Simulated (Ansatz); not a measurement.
```xyz
2

O     0.0000    0.0000    0.0000
H     0.0000    0.0000    0.9697
```

Basis set: pcseg-2 (spherical functions). Charge 0, multiplicity 2.

Computed with Ansatz (development build ahead of 0.2.0); each method stands on the lowest determinant of its kind that the runs found.

Task: Give the atomization energy at this shape (free ground-state atoms in the same class of orbitals less the molecule, no zero-point energy) of doublet OH by PBE (unrestricted), ROHF.

Result:

```tsv
method	atomization energy
PBE (unrestricted)	4.75 eV
ROHF	3.00 eV
```

The shape needn't be a minimum at these levels.
